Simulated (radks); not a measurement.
Valence configurations of the scandium ion Sc+ (all share [Ar]). All-electron calculation, non-relativistic Kohn-Sham, r2SCAN, spin-unpolarised, spherical densities, point nucleus; meta-GGA in the generalised Kohn-Sham scheme. Program: a radial shooting solver on a logarithmic mesh with Libxc functionals. Energies are relative to 3d1 4s1; eigenvalues in eV.

valence          E (eV)    e(3d)   e(4p)    e(4s)
3d1 4s1           0.000   -9.785       -   -9.606
3d1.5 4s0.5       0.111   -8.080       -   -8.640
3d0.5 4s1.5       0.366  -11.810       -  -10.472
3d2               0.560   -6.629       -        -
4s2               1.381        -       -  -11.317
3d1 4s0.5 4p0.5   1.701  -10.320  -6.450   -9.769
3d0.5 4s1 4p0.5   2.226  -12.334  -7.049  -10.718
3d1 4p1           3.343  -10.828  -6.687        -
3d0.5 4s0.5 4p1   4.040  -12.854  -7.312  -10.906
3d0.5 4p1.5       5.825  -13.366  -7.527        -

NIST lists [Ar] 3d1 4s1 as the ground configuration; this level of theory agrees among the configurations tried. The energies are those of spherical spin-averaged densities, not of single terms.
